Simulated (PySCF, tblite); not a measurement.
Task: Give a GFN2-xTB geometry of `O=S(=O)([O-])CCC(F)(F)F`. (Charge -1.)

Result: 
Z-matrix in Å and degrees, rows numbered from 1:
```
O 
S   1  1.4592
O   2  1.4593  1  113.97
O   2  1.4561  1  114.37  3  -134.27
C   2  1.8544  1  103.29  3   111.34
C   5  1.5059  2  101.37  1   -59.58
C   6  1.5057  5  114.26  2   179.99
F   7  1.3543  6  113.13  5   179.74
F   7  1.3481  6  113.66  5   -60.51
F   7  1.3480  6  113.63  5    60.01
H   5  1.0845  2  108.19  1  -179.13
H   5  1.0844  2  108.15  1    59.98
H   6  1.0926  5  107.88  2    58.13
H   6  1.0928  5  107.84  2   -58.10
```

Of the pairs four or more bonds apart, O3···H14 is among the closest relative to their van der Waals radii: 2.36 Å, 87 % of the sum of Bondi's values. S2 (sulfonyl sulfur) is distorted tetrahedral (angles from 103.3° to 114.4°). All 3 O–S bonds measure 1.456 to 1.459 Å.

The geometry is computed with GFN2-xTB (gas phase).

Point group: Cs (every atom within 0.08 Å of its image). Its GFN2-xTB frequencies are all real (lowest 39 cm⁻¹). Torsions: S2–C5–C6–C7 180°.

One conformer stands for the species.
